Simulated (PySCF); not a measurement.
C6H7NO2S.
SMILES with atom numbers: `[CH3:1][S:2](=[O:3])(=[O:4])[c:5]1[cH:6][cH:7][n:8][cH:9][cH:10]1` (hydrogens: H11, H12, H13 on C1; H14 on C6; H15 on C7; H16 on C9; H17 on C10)

Computed geometry: GFN2-xTB, gas phase.

**Question.** List the bond lengths, angles and torsions at this level.

**Answer.** 
| bond | length (pm) | order |
| --- | --- | --- |
| C1–S2 | 181.7 | single |
| S2=O3, S2=O4 | 143.6 | double |
| S2–C5 | 180.2 | single |
| C5–C6, C5–C10 | 138.1 | aromatic |
| C6–C7, C9–C10 | 139.0 | aromatic |
| C7–N8, N8–C9 | 132.1 | aromatic |
| C1–H11, C1–H12, C1–H13 | 108.2 | single |
| C6–H14, C10–H17 | 107.8 | single |
| C7–H15, C9–H16 | 108.2 | single |

Bonds in one row agree within 1 pm and their mean is given. Orders are formal, as drawn. A selection of angles:
| angle | degrees |
| --- | --- |
| C1–S2–O3 | 108.4 |
| C1–S2–C5 | 103.2 |
| O3–S2–O4 | 118.6 |
| O3–S2–C5 | 108.6 |
| S2–C5–C6 | 119.9 |
| C6–C5–C10 | 120.3 |
| C5–C6–C7 | 117.4 |
| C6–C7–N8 | 123.1 |
| C7–N8–C9 | 118.9 |

Dihedral angles: C1–S2–C5–C6 90°.

S2 (sulfonyl sulfur) is distorted tetrahedral (angles from 103.2° to 118.6°). N8 (pyridine-type nitrogen) is bent (angle 118.9°). Of the pairs four or more bonds apart, O3···H17 is among the closest relative to their van der Waals radii: 2.63 Å, 97 % of the sum of Bondi's values. The 6-membered ring C5–C6–C7–N8–C9–C10 has internal angles of 117.3° to 123.1° (sum 720°, against 720° for a flat polygon); it is planar, 0.00 Å rms from its mean plane, widest ring torsion 0°.

Point group: Cs (tolerance 0.08 Å). No GFN2-xTB frequencies stand behind this structure, so it isn't proved a minimum. One conformer, not necessarily the lowest.
